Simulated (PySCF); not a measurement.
Ligands exchanged one at a time, Ga CH3-SH. Gas-phase values, no solvent. One relaxed conformer stands for each flexible species; it need not be the lowest. Strings in code marks are SMILES.

The HOMO–LUMO gap from two functionals at the same geometries (B3LYP-D3(BJ)/def2-TZVP), both in PySCF: PBE-D3(BJ)/def2-TZVP and M06-2X/def2-TZVP. 

```
species                                                                                            PBE-D3(BJ)/def2-TZVP (eV)  M06-2X/def2-TZVP (eV)
-------------------------------------------------------------------------------------------------  -------------------------  ---------------------
0 of 3 CH3 replaced by SH                                                                                               4.83                   8.49
1 of 3 CH3 replaced by SH (`[CH3][Ga]([CH3])[SH]` (C–Ga–S–H torsion 179°))                                              4.66                   8.32
2 of 3 CH3 replaced by SH (`[CH3][Ga]([SH])[SH]` (S–Ga–S–H torsion -180°, S–Ga–S–H torsion 180°))                       4.61                   8.29
3 of 3 CH3 replaced by SH (`[SH][Ga]([SH])[SH]`)                                                                        4.46                   8.57
```

Over these rows, drawn at random from the members with no instability flagged (it was tested for open shells, ions and some series alone), PBE minus M06-2X: mean -3.78 eV, from -4.11 eV to -3.66 eV.
